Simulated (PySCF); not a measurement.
Correlation energy of C (carbon, neutral)

[He] 2s2 2p2, high-spin 3P determinant. All numbers are calculated (PySCF 2.14, the non-relativistic Hamiltonian (point nucleus), in aug-cc-pVDZ). Frozen: 1s2; 4 electrons correlated.

MP2 pair energies summed by pair of shells (mhartree):

```
 pair  energy  share (%)
2s-2p  -31.74       59.1
2s-2s  -16.11       30.0
2p-2p   -5.85       10.9
```

Total MP2 correlation energy: -53.70 mhartree.

Same-spin part -9.80 and opposite-spin part -43.90 mhartree; SCS-MP2 scales them by 1/3 and 6/5 to -55.95 mhartree.

| level | correlation energy (mhartree) |
| --- | --- |
| CCSD | -75.84 |
| (T) | -1.26 |
| CCSD(T) | -77.10 |

Diagnostics: T1 = 0.0096, D1 = 0.0172, largest double amplitude 0.078.

Cost of the coupled-cluster step: 0.16 s of wall time on 1 thread of Neoverse-V1 (shared host), for 4 correlated electrons.
